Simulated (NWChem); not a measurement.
# arsenic trifluoride (AsF3); SMILES [As](F)(F)F

```xyz
4

F     -1.4566    -0.3932    -0.5050
As     0.0000     0.0000     0.3839
F      1.0688    -1.0648    -0.5050
F      0.3878     1.4580    -0.5050
```
Atoms are numbered in this order, from 1.

Geometry: optimised at PBE-D3(BJ)/def2-SVP.

Task: List the 4 lowest vertical singlet excitations from PBE0/def2-SVPD, TDA (NWChem).

Result: 
| state | energy (eV) | oscillator strength | leading excitation (squared amplitude) |
|---|---|---|---|
| S1 | 7.90 | 0.162 | HOMO → LUMO+1 (0.83) |
| S2 | 7.90 | 0.162 | HOMO → LUMO (0.83) |
| S3 | 8.98 | 0.120 | HOMO → LUMO+2 (0.72) |
| S4 | 9.02 | 0.014 | HOMO−1 → LUMO+1 (0.60) |
